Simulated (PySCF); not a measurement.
C3H7O2, SMILES C[C](O)CO, multiplicity 2. Geometry: PBE-D3(BJ)/def2-SVP. The isomer is the one that the SMILES or the coordinates give; other isomers of the formula were not compared. Other conformers were not sampled.

The numbers are results of PBE-D3(BJ)/def2-SVP (PySCF), not measurements.

Harmonic wavenumbers (cm⁻¹): 84, 128, 177, 319, 382, 426, 431, 559, 792, 908, 953, 965, 991, 1112, 1144, 1269, 1309, 1313, 1356, 1376, 1397, 1409, 1416, 2848, 2901, 3013, 3021, 3074, 3668, 3688. Rotational constants (GHz): 7.087, 3.883, 3.029; symmetry number 1.

Q: Work out the zero-point energy and the ideal-gas rigid-rotor harmonic-oscillator thermochemistry at 298.15 K and 1 atm.

A: ZPE = ½ Σ hcν = ½ × 42430 cm⁻¹ = 60.66 kcal/mol. H − E(el) = 65.47 kcal/mol. Entropy in cal/(mol K): translation 38.86, rotation 25.76, vibration 14.67, spin 1.38, total 80.67. G − E(el) = 41.42 kcal/mol. Cp = 24.69 cal/(mol K). Modes under 150 cm⁻¹ make the vibrational entropy uncertain.
